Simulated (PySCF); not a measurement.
**Field gradients at the hydrogen positions**

C7H14Si.
Structure used (GFN2-xTB), in Å, numbered top down from 1:
```xyz
22
C7H14Si angstrom
C     -1.9785    0.8952   -1.3367
C     -1.5729    2.0553   -0.4364
C     -1.5161    1.6299    1.0358
C     -0.4637    0.6547    1.2555
C      0.4193   -0.1445    1.3953
C      1.4692   -1.1258    1.5399
Si     1.5925   -2.2403   -0.0130
C      2.0165   -1.1701   -1.5209
H     -1.2939    0.0596   -1.2044
H     -2.9826    0.5546   -1.0902
H     -1.9640    1.1969   -2.3818
H     -2.2905    2.8722   -0.5456
H     -0.5906    2.4276   -0.7378
H     -2.4755    1.1915    1.3281
H     -1.3358    2.5049    1.6684
H      2.4177   -0.6104    1.7121
H      1.2674   -1.7365    2.4228
H      2.6525   -3.2303    0.2268
H      0.3081   -2.9214   -0.2184
H      2.9839   -0.6875   -1.4086
H      2.0503   -1.7683   -2.4268
H      1.2764   -0.3880   -1.6679
```

Level: PBE0/pcSseg-1 (PySCF, non-relativistic); Q(2H) = 0.00286 b; rigid geometry, the same for H and D, with no vibrational averaging.

Problem. Rank these positions by the coupling χzz of a deuteron there, largest first.
A. H17 (methylene hydrogen)
B. H18 (Si–H hydrogen)
C. H20 (methyl hydrogen)
D. H12 (methylene hydrogen)
E. H11 (methyl hydrogen)

Solution. C (218 kHz), E (213 kHz), A (208 kHz), D (204 kHz), B (106 kHz).

Problem. What are Vzz, η and χzz (234.96 MHz × Q × Vzz) at all hydrogens?

Solution. 
```tsv
atom	bonded to	bond length (Å)	Vzz (au)	η	χzz (kHz)
H9	C1	1.088	0.3115	0.02	209
H10	C1	1.089	0.3140	0.02	211
H11	C1	1.088	0.3163	0.02	213
H12	C2	1.093	0.3029	0.02	204
H13	C2	1.093	0.3010	0.02	202
H14	C3	1.095	0.2984	0.02	201
H15	C3	1.095	0.2992	0.02	201
H16	C6	1.093	0.3080	0.03	207
H17	C6	1.092	0.3092	0.03	208
H18	Si7	1.470	0.1579	0.01	106
H19	Si7	1.468	0.1593	0.01	107
H20	C8	1.087	0.3239	0.01	218
H21	C8	1.086	0.3255	0.01	219
H22	C8	1.087	0.3229	0.01	217
```

Problem. Average by the element that carries the hydrogen.

Solution. on C: 209 kHz over 12 positions, mean bond length 1.090 Å; on Si: 107 kHz over 2 positions, mean bond length 1.469 Å.

Problem. How does χzz go with the bond length over the 12 C–H bonds?

Solution. A straight-line fit has a slope of -19.0 kHz for each 0.01 Å, with a correlation coefficient of -0.95, over lengths from 1.086 to 1.095 Å. The longer bonds have the smaller couplings here.

One conformer (not necessarily the lowest) at the GFN2-xTB geometry, without solvent, vibrations or thermal averaging. GFN2-xTB bond lengths can be off by several hundredths of an ångström, more for odd bonds, and the gradients follow them. With so small a basis the couplings can be 20 % off.
